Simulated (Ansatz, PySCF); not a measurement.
Pair of molecules: H2O (SMILES O) (first 3 atoms) with SiH4 (SMILES [SiH4]); geometry from B3LYP-D3(BJ)/def2-TZVP, rigid monomers moved along the line of their centres of mass till O1···Si4 is 2.82 Å.
(charge 0, multiplicity 1):
```xyz
8

O      0.46462     0.31230     0.34750
H      0.07304    -0.46952    -0.05624
H     -0.11752     1.04179     0.10951
Si    -0.14047    -0.06527     3.07536
H     -0.52896    -1.28013     2.32481
H     -0.50274    -0.27011     4.50067
H     -0.89551     1.10508     2.57476
H      1.31398     0.16831     2.98149
```

Interaction energies are E(AB) − E(A) − E(B) at the monomers' geometry in the complex; basis-set methods are counterpoise corrected.

Correlated levels freeze the cores. CBS: X⁻³ extrapolation of the correlation energy, Hartree–Fock from the larger set. Rows in 6-31G* carry no dispersion term and start afresh at each structure (6-31G* with six Cartesian d functions). MP2/6-31G* freezes PySCF's default core.

Run with Ansatz (Gaussian basis) for Hartree–Fock, density functionals and correlated methods; PySCF for 6-31G* rows, the dispersion terms. Values without a source in brackets are computed.

**Question.** Give the interaction energy at the level r2SCAN-D3(BJ)/def2-TZVPPD.

**Answer.** -1.1 kcal/mol

**Question.** What is the computed interaction energy (CCSD(T)/CBS(aug-cc-pV(D+d)Z, aug-cc-pV(T+d)Z))?

**Answer.** -0.8 kcal/mol

**Question.** What is the computed interaction energy (MP2/6-31G*)?

**Answer.** 1.0 kcal/mol

Ansatz is a first-principles code.
